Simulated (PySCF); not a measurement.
C5H8F3N.
Geometry (GFN2-xTB, Å), atoms numbered from 1 in this order:
```xyz
17
C5H8F3N angstrom
C     -0.2531   -1.4672    0.7146
C     -0.2766   -0.0006    0.2343
C     -1.0775    0.1154   -1.0613
N     -0.8650    0.9115    1.2085
C      1.1611    0.4438    0.0640
F      1.8816    0.3798    1.2082
C      1.8088    0.8815   -1.0070
F      1.3025    1.0149   -2.2244
F      3.0903    1.2319   -1.0122
H     -1.2684   -1.8011    0.9171
H      0.3331   -1.5617    1.6266
H      0.1792   -2.1117   -0.0466
H     -0.6374   -0.4823   -1.8533
H     -2.0907   -0.2370   -0.8836
H     -1.1257    1.1529   -1.3781
H     -0.3463    0.8956    2.0796
H     -1.8230    0.6463    1.4036
```

Method: TDDFT PBE0/def2-SVPD, vertical, gas phase, core orbitals frozen in the response (PySCF 2.14.0, density-fitted response routines).

Computed states:

```json
{"state": "S1", "E (eV)": "6.44", "f": "0.022"}
{"state": "S2", "E (eV)": "6.59", "f": "0.0091"}
{"state": "S3", "E (eV)": "6.68", "f": "0.016"}
{"state": "S4", "E (eV)": "6.96", "f": "0.0018"}
{"state": "S5", "E (eV)": "7.30", "f": "0.0010"}
{"state": "S6", "E (eV)": "7.47", "f": "0.018"}
```

Each state is given a Gaussian of 0.4 eV full width at half maximum, with ε(max) = 2.175×10⁸ f / Δν̃ (Δν̃ the width in cm⁻¹). The width is an assumption, not a result. The curve ends short of the highest state used, and states not computed would add to its high-energy end.

Question: Give the broadened spectrum and its maxima.

Answer: 
| E (eV) | ε (L mol⁻¹ cm⁻¹) |
| --- | --- |
| 5.84 | 3 |
| 5.86 | 5 |
| 5.89 | 9 |
| 5.91 | 12 |
| 5.93 | 18 |
| 5.96 | 30 |
| 5.98 | 41 |
| 6.01 | 66 |
| 6.03 | 89 |
| 6.05 | 117 |
| 6.08 | 174 |
| 6.10 | 223 |
| 6.13 | 315 |
| 6.15 | 391 |
| 6.17 | 479 |
| 6.20 | 634 |
| 6.22 | 752 |
| 6.25 | 950 |
| 6.27 | 1095 |
| 6.29 | 1246 |
| 6.32 | 1482 |
| 6.34 | 1641 |
| 6.37 | 1873 |
| 6.39 | 2020 |
| 6.41 | 2157 |
| 6.44 | 2338 |
| 6.46 | 2438 |
| 6.49 | 2554 |
| 6.51 | 2605 |
| 6.54 | 2643 |
| 6.56 | 2640 |
| 6.58 | 2617 |
| 6.61 | 2543 |
| 6.63 | 2469 |
| 6.66 | 2327 |
| 6.68 | 2214 |
| 6.70 | 2088 |
| 6.73 | 1884 |
| 6.75 | 1740 |
| 6.78 | 1521 |
| 6.80 | 1376 |
| 6.82 | 1235 |
| 6.85 | 1035 |
| 6.87 | 913 |

Maxima: 189 nm (6.55 eV), ε about 2600, made up of S1 (46%), S2 (23%) and S3 (31%) (ε in L mol⁻¹ cm⁻¹; maxima over ε = 5, shares over 10%).

Question: Coming from long wavelengths, where does ε first pass 100 L mol⁻¹ cm⁻¹?

Answer: At about 205 nm (6.04 eV), 0.40 eV below S1.

Question: What would ε be at 6.55 eV, the highest of these maxima, with half the width (0.2 eV)?

Answer: About 3050 L mol⁻¹ cm⁻¹ against 2640, a factor of about 1.2; a lone state at its own centre would give exactly 2.

Question: On this curve, what absorbance would a 10⁻⁵ mol/L sample give at 193 nm over a 1 cm path?

Answer: 193 nm is 6.424 eV, where ε is about 2200 L mol⁻¹ cm⁻¹, so A = ε c l ≈ 0.022 (Beer–Lambert, with the gas-phase spectrum and the assumed width).

One conformer stands for the species.
